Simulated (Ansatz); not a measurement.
C3H12N2Si, SMILES N(C)[SiH2]NCC.

Coordinates come from a r2SCAN-D4/def2-SVP optimisation. The values are those of a single conformer.

Two levels are set side by side: PBE/def2-SVPD (Ansatz, a program for electronic structure) and PBE0/def2-SVPD (Ansatz). Energy differences of separate SCF runs at the same geometry; the states with an electron removed or added have multiplicity 2 and 2. Differences are taken from unrounded values.

```json
[
 {"quantity": "vertical ionisation energy (eV)", "PBE": "7.94"},
 {"quantity": "vertical singlet–triplet gap (eV)", "PBE": "5.25"}
]
```

**Question.** These are the PBE values. What does PBE0 give? (The exact figures need the calculation; the answer reports its results.)

**Answer.** 
| quantity | PBE0 | PBE minus PBE0 |
|---|---|---|
| vertical ionisation energy (eV) | 8.35 | -0.41 |
| vertical singlet–triplet gap (eV) | 5.74 | -0.49 |
